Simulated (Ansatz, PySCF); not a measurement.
The pair A = GeH4 (SMILES [GeH4]) (first 5 atoms), B = C2H6O (SMILES COC); geometry from B3LYP-D3(BJ)/def2-TZVP.
(charge 0, multiplicity 1):
```
atom    x (Å)    y (Å)    z (Å)
----  -------  -------  -------
Ge     0.2755   0.0049   0.6678
H     -0.1896  -1.4293   0.9469
H     -0.7187   1.0111   1.2663
H      0.3199   0.2217  -0.8582
H      1.6785   0.2426   1.2390
C      0.4901   0.8887   4.3430
O      0.1039  -0.3503   3.7891
C     -1.2405  -0.6740   4.0701
H      0.3997   0.8813   5.4365
H     -0.1206   1.7102   3.9468
H      1.5309   1.0562   4.0712
H     -1.4128  -0.7553   5.1507
H     -1.4488  -1.6342   3.6014
H     -1.9258   0.0802   3.6622
```

Cores are frozen in the correlated methods. Filled d and f shells under p-block atoms count as core. MP2 and its Hartree–Fock in aug-cc-pVTZ are density fitted. Rows in 6-31G* carry no dispersion term and start afresh at each structure (6-31G* with six Cartesian d functions); the Pople sets are all-electron and without relativity.

Codes used: Ansatz (Gaussian basis) for Hartree–Fock, density functionals and correlated methods; PySCF for 6-31G* rows. 

Total energies (hartree), monomers frozen at their geometry in the pair:

```
structure                  HF/6-31G*  B3LYP/def2-TZVPPD  MP2/aug-cc-pVTZ
---------------------  -------------  -----------------  ---------------
AB                     -2231.4450427      -2234.5403330    -2232.6019262
A in the pair's basis  -2077.3805512      -2079.4431053    -2077.8595565
B in the pair's basis   -154.0654427       -155.0974552     -154.7379574
A                      -2077.3802885      -2079.4428923    -2077.8591437
B                       -154.0638626       -155.0973964     -154.7375546
```

Problem. Work out the interaction energy without and with the counterpoise correction, and the superposition error, for each level.

Solution. 
E(AB) − E(A) − E(B), times 627.509 kcal/mol, with the monomers in their own basis and then in the pair's basis:
- HF/6-31G*: -0.56 uncorrected, 0.60 corrected; the monomers gain 1.16 kcal/mol from borrowed functions
- B3LYP/def2-TZVPPD: -0.03 uncorrected, 0.14 corrected; the monomers gain 0.17 kcal/mol from borrowed functions
- MP2/aug-cc-pVTZ: -3.28 uncorrected, -2.77 corrected; the monomers gain 0.51 kcal/mol from borrowed functions

Ansatz is a first-principles code.
